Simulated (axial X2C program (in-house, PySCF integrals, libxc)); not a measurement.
SbH: cheaper levels and CCSD(T), two-component

Calculated with an in-house relativistic program for diatomic molecules. Two-component (2c) means X2C with spin–orbit coupling and atomic mean-field two-electron Coulomb and Gaunt terms. Basis: Sb dyall-cv3z [11s12p8d4f1g], H dyall-v3z [6s2p1d] (cores contracted in-house); Gaussian nuclei, density fitting, unrestricted open shells. Masses: Sb 120.904 u, H 1.008 u.

State: Ω = 1 (⟨Sz⟩ = 1.00, ⟨Lz⟩ = 0.00 at HF); fragments Sb + H.

```tsv
level	Re (Å)	ωe (cm⁻¹)	De (eV)
PBE0	1.717	1927.9	2.52
HF	1.705	2018.4	1.59
MP2	1.712	1979.0	2.25
CCSD	1.722	1920.0	2.43
BP86	1.734	1847.4	2.75
```

Correlated methods: 6 electrons correlated (number of frozen shells: Sb 4 s, 3 p, 2 d; H none), 190 virtual spin orbitals or spinors in MP2, 75 natural virtuals in coupled cluster.

CCSD(T), same Hamiltonian and basis:

Re = 1.725 Å, ωe = 1905.3 cm⁻¹, De = 2.46 eV; T1 = 0.014 (Lee–Taylor normalisation).

Q: Give the differences from CCSD(T) in the columns below.

A: 

```tsv
level	ΔRe (Å)	Δωe (cm⁻¹)	ΔDe (eV)
PBE0	-0.008	23	0.06
HF	-0.020	113	-0.87
MP2	-0.013	74	-0.21
CCSD	-0.003	15	-0.03
BP86	0.009	-58	0.29
```

The state is a single determinant with fixed occupations, the lowest that a limited PBE0 search found. Dissociation energies refer to the lowest single-determinant-based atoms at the same level and basis. Density functionals use the spin component along the axis (collinear). CCSD and (T) use frozen natural virtuals with an MP2 correction for the truncation; (T) itself is uncorrected, so its De runs slightly low. Other states lie close and PBE0, whose exact exchange favours high spin, may order them wrongly; the determinant shown need not be the ground state. The nearest other 2c determinant of the search, Ω = 0, lies 0.48 eV up at the distance of the search. With several unpaired electrons one determinant need not be a pure state. Open-shell Ω = 0 determinants with evenly filled partner blocks cannot be reached by this program, so the Ω shown need not be the lowest component. This is the Ω = 1 component of a π² triplet; the 0⁺ component is not one determinant and can lie lowest. With the outer-core shells frozen, correlated bond lengths of heavy atoms tend to come out a few hundredths of an ångström too long.
